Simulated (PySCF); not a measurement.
# Low-lying terms of S¹⁴⁺ (sulfur, charge +14)

Ground state 1s2, ¹S. Computed with PySCF 2.14 in an uncontracted even-tempered set (18 s from 0.614 bohr⁻², ratio 2.5; 9 p from 0.762 bohr⁻², ratio 2.7; 7 d from 0.828 bohr⁻², ratio 2.7; 3 f from 67 bohr⁻², ratio 2.7), with scalar relativity by spin-free X2C-1e. Vertical excitation energies in eV without spin-orbit coupling; excited terms of each kind are numbered among those the solver found. Frozen: nothing.

```tsv
term	leading excitation	EOM-EE-CCSD
1 3S	1s → s	2431.6
1 1S	1s → s	2449.3
1 3P°	1s → p	2449.3
1 1P°	1s → p	2462.0
2 3S	1s → s	2877.0
2 1S	1s → s	2881.6
2 3P°	1s → p	2882.0
1 3D	1s → d	2884.8
1 1D	1s → d	2884.9
2 1P°	1s → p	2885.4
2 3D	1s → d	3034.3
2 1D	1s → d	3034.4
```

Only the lower part of the computed list is shown. Doubly excited terms such as np² are absent. The solver can miss terms. The 12 highest virtual orbitals were dropped.
